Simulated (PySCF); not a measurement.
C5H15BGaNO2.
Numbering: `[CH3:1][N+:2]1([CH3:3])[GaH2-:4][CH2:5][CH2:6][C@H:7]1[B:8]([OH:9])[OH:10]` (hydrogens: H11, H12, H13 on C1; H14, H15, H16 on C3; H17, H18 on Ga4; H19, H20 on C5; H21, H22 on C6; H23 on C7; H24 on O9; H25 on O10)

Method used: PBE0-D3(BJ)/def2-SVP geometry optimisation, gas phase (PySCF 2.14.0).

(1) What internal coordinates does the optimisation give?

Answers

(1) 
```
                  bond  length (Å)   order
                 C1–N2       1.465  single
                 N2–C3       1.468  single
                N2–Ga4       2.157  single
                Ga4–C5       2.009  single
                 C5–C6       1.529  single
                 C6–C7       1.539  single
                 C7–B8       1.595  single
         B8–O9, B8–O10       1.361  single
                 N2–C7       1.489  single
C1–H11, C1–H12, C1–H13       1.100  single
C3–H14, C3–H15, C3–H16       1.099  single
               Ga4–H17       1.588  single
               Ga4–H18       1.585  single
                C5–H19       1.103  single
                C5–H20       1.100  single
                C6–H21       1.104  single
                C6–H22       1.107  single
                C7–H23       1.109  single
       O9–H24, O10–H25       0.963  single
```

Bonds in one row agree within 0.01 Å and their mean is given. Orders are formal, as drawn. A selection of angles:
```
     angle  degrees
  C1–N2–C3    110.4
 C1–N2–Ga4    110.5
  C1–N2–C7    112.1
 C3–N2–Ga4    108.3
  C3–N2–C7    113.0
 Ga4–N2–C7    102.1
 N2–Ga4–C5     88.1
 Ga4–C5–C6    106.5
  C5–C6–C7    111.9
  C6–C7–B8    113.3
  N2–C7–C6    109.6
  N2–C7–B8    117.4
  C7–B8–O9    120.9
 O9–B8–O10    117.5
 H24–O9–B8    113.5
H25–O10–B8    111.2
```

Dihedral angles: C1–N2–Ga4–C5 -140° (anticlinal); N2–Ga4–C5–C6 -5° (synperiplanar); Ga4–C5–C6–C7 32° (synclinal); C5–C6–C7–B8 174° (antiperiplanar); C6–C7–B8–O9 -47° (synclinal); C1–N2–C7–C6 161° (antiperiplanar); H24–O9–B8–C7 3° (synperiplanar); H25–O10–B8–C7 179° (antiperiplanar).

The 3 C–N bonds span 1.465 Å (C1–N2, drawn single) to 1.489 Å (N2–C7, drawn single), a spread of 0.024 Å. N2 (nitrogen bonded to 3 C and Ga) is distorted tetrahedral (angles from 102.1° to 113.0°). Of the pairs four or more bonds apart, H22···H24 is among the closest relative to their van der Waals radii: 2.05 Å, 85 % of the sum of Bondi's values. B8 (three-coordinate boron) is planar (angles 121.6°, 120.9° and 117.5°, sum 360.0°, 0.01 Å off the plane of its three neighbours). Ga4 (gallium bonded to C, N and 2 H) has angles from 88.1° to 120.9°. The 5-membered ring N2–Ga4–C5–C6–C7 has internal angles of 88.1° to 111.9° (sum 518°, against 540° for a flat polygon); it is puckered, 0.20 Å rms from its mean plane, widest ring torsion 53°. O9 (boron-bound oxygen) is bent (angle 113.5°).

Point group: C1 (no symmetry element, even within 0.4 Å). Stationary, but not proved a minimum. One conformer, not necessarily the lowest (C6–C7–B8–O9 -47°, C7–B8–O9–H 3°, C7–B8–O10–H 179°, C1–N2–Ga4–C5 -140°, N2–Ga4–C5–C6 -5°, Ga4–C5–C6–C7 32°, C5–C6–C7–B8 174°).
